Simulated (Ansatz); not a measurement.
System: CH₃Si (charge -1, singlet). It need not be the lowest isomer of its formula. Whether it binds its extra electron was not tested at this geometry. 
Geometry from a B3LYP-D3(BJ)/def2-TZVP (Ansatz, a quantum-chemistry and plane-wave program) optimisation:
```
C
H 1 1.0904
H 1 1.0921 2 112.47
Si 1 1.7675 2 126.81 3 -180.00
H 4 1.5615 1 98.48 2 0.00
```
Charge -1, spin multiplicity 1.

Basis-set convergence of Hartree-Fock and MP2 correlation energies (hartree) with Ansatz. Valence correlation only, unless marked. Spin-orbit coupling is left out. No relativistic terms. This anion needs diffuse functions, which these sets lack.

The Hartree-Fock reference is unstable (checked in the largest basis), which strains HF and MP2. 

```tsv
basis	functions	E(HF)	E(corr, MP2)
cc-pV(D+d)Z	52	-328.46979	-0.24682
cc-pV(T+d)Z	111	-328.49684	-0.30283
cc-pV(Q+d)Z	209	___	___
```

### Question
Some entries are withheld; supply them.

### Answer

- cc-pV(Q+d)Z, E(HF): -328.50670
- cc-pV(Q+d)Z, E(corr, MP2): -0.32303
